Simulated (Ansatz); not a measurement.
A CCSD(T) single point on C₂H₆FISi (`FC[SiH2]CI`).

```yaml
crystal:
  periodic: [false, false, false]
  atoms:
    - {symbol: F, position_ang: [-2.130865, 0.468896, 0.301053]}
    - {symbol: C, position_ang: [-1.091955, 1.024598, -0.444541]}
    - {symbol: Si, position_ang: [0.230479, -0.293122, -0.745089]}
    - {symbol: C, position_ang: [0.845582, -0.956688, 0.896260]}
    - {symbol: I, position_ang: [1.817389, 0.594043, 2.008373]}
    - {symbol: H, position_ang: [-1.508205, 1.399518, -1.385309]}
    - {symbol: H, position_ang: [-0.690753, 1.876675, 0.112877]}
    - {symbol: H, position_ang: [-0.368070, -1.415242, -1.519234]}
    - {symbol: H, position_ang: [1.352727, 0.306928, -1.511665]}
    - {symbol: H, position_ang: [1.580424, -1.752053, 0.784060]}
    - {symbol: H, position_ang: [0.028545, -1.310451, 1.523715]}
basis:
  gaussian: {orbitals: def2-TZVPP}
correlation: {method: ccsd_t}
```

```sh
$ ansatz run in.yaml --threads 2 --pin off --events-out ev --progress --plain --max-ram 22528MiB --backend cuda --devices 0, --max-vram 18GiB
```

Output of Ansatz, abridged:

```
Functional definition: HF
1759 factors; integrals over basis functions are off by at most 9.8e-4 eV
mean field evaluation 1: about -20796.2451 eV, gradient 2.8e1 eV
mean field evaluation 2: about -20796.4516 eV, gradient 2.8e1 eV
mean field evaluation 4: about -20798.6954 eV, gradient 4.4e0 eV
mean field evaluation 8: about -20798.7463 eV, gradient 2.6e-1 eV
mean field -20798.74653772 eV, -764.3398373643 hartree, gradient 1.9e-6 eV, S^2 0.000000; 0 other end points of the search recorded, 0 dependent functions left out
12 core orbitals not correlated: weight in the atoms' cores, before any rotation towards them, 1.000 or more for the frozen orbitals, at most 0.000 for the correlated occupied ones
reference -20798.74653772 eV, -764.3398373643 hartree; 21, 21 occupied and 236, 236 virtual orbitals, 1759 factors
second order -33.14236218 eV of doubles, -0.00000000 eV of singles
cycle   1  -32.50611817 eV  change    6.4e-1 eV  update   1.1e-1
cycle   2  -33.30262264 eV  change   -8.0e-1 eV  update   3.3e-2
cycle   3  -33.42801472 eV  change   -1.3e-1 eV  update   1.5e-2
cycle   4  -33.40551226 eV  change    2.3e-2 eV  update   3.4e-3
cycle   5  -33.40498116 eV  change    5.3e-4 eV  update   1.5e-3
cycle   6  -33.40648909 eV  change   -1.5e-3 eV  update   4.4e-4
cycle   7  -33.40620465 eV  change    2.8e-4 eV  update   1.9e-4
cycle   8  -33.40606123 eV  change    1.4e-4 eV  update   5.8e-5
cycle   9  -33.40609052 eV  change   -2.9e-5 eV  update   2.5e-5
perturbative correction -1.03446853 eV, -0.0380160172 hartree
Total energy: -20833.18709676 eV, -765.6055045646 hartree
```

Run time 7.5 s (2 threads of an AMD EPYC 7R13 on a shared host and a share of an NVIDIA H100 80 GB); peak host memory 0.86 GiB.

The correlation energy is -34.441 eV, 3.0 % of it from (T); the T1 diagnostic reads 0.0100.
